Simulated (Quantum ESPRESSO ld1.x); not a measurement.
One sound ld1.x (Quantum ESPRESSO 7.5) input for neutral technetium gives E = -4281.2587 hartree in 34 iterations:

```
 &input
    zed=43.0,
    iswitch=1,
    rel=1,
    dft='PW',
    config='[Kr] 4d5 5s2',
    prefix='ld1',
    max_out_wfc=37,
    file_charge='ld1.rho',
 /
```

Changed or added lines, one case at a time, and what came of them:

- config='[Kr] 4d5 5s2 6s4': refused. The program stops in el_config with "wrong occupancy:4": an s shell holds at most 2 electrons.
- lsd=1 dft='PW91': silently wrong. The run ends normally, but in this build (ld1.x 7.5) Etot and Exc of a spin-polarised run lack the gradient corrections of exchange and correlation and come out near their LSDA values (nitrogen, PBE: -54.132 hartree against -54.536 from two other codes). The eigenvalues and orbitals are those of the GGA; the energies must not be used.
- relpert=.true.: refused. The program stops in ld1_readin with "perturbative SO-splitting for AE calculations with rel=0 only": the perturbative correction needs rel = 0.
- config='[Kr] 4d5 5s': refused. The program stops in el_config with "no occupancy field?": each term needs its occupation.
- noscf=.true.: ran as typed. With noscf the program prints the levels of a bare nucleus, with no screening and no total energy; they are not those of the atom.
- rmax=1000.0: harmless. The energy moves by less than 1e-5 hartree against the default mesh (-4281.2587 hartree).
- config='[Kr] 4d5 5s2 3f1': refused. The program stops in el_config with "main/angular quantum number mismatch": l must be smaller than n.
